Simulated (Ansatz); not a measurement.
Consider the substitution at a C–O bond: `CO[SiH](F)OC` + `CB(S)Br` → `CSB(C)Br` + `CO[SiH](O)F`.

Gas-phase electronic energies from Ansatz, PBE0-D4/def2-TZVP geometries. CCSD(T)/CBS adds triple-zeta CCSD(T) − MP2 to the extrapolated MP2 energy (def2 sets, frozen cores). Functionals use def2-TZVPP. For Br outer-core shells are correlated without core-valence functions, which leaves a few kJ/mol of doubt a bond. Scalar relativity is left out up to krypton. One conformer a species, not always the lowest.

Question: Is it downhill or uphill in electronic energy at CCSD(T)/CBS, and by how much? (An estimate is asked.)

Answer: Computed: Downhill: ΔE = -57.3 kJ/mol.

Question: What do these levels give: r2SCAN-D4, ωB97X-V, SCS-MP2/def2-TZVPP, CCSD/def2-TZVPP, CCSD(T)/def2-TZVPP, MP2/CBS(def2)? (An estimate is asked.)

Answer: Ansatz gave: r2SCAN-D4 -55.2, ωB97X-V -49.6, SCS-MP2/def2-TZVPP -53.7, CCSD/def2-TZVPP -49.9, CCSD(T)/def2-TZVPP -52.7, MP2/CBS(def2) -65.6 kJ/mol.

Largest T1 diagnostic among the species: 0.011.

In def2-TZVPP, CCSD(T) changes the Hartree–Fock value by −15.1 kJ/mol (the triples alone add −2.8 kJ/mol) and MP2 by −23.4 kJ/mol.
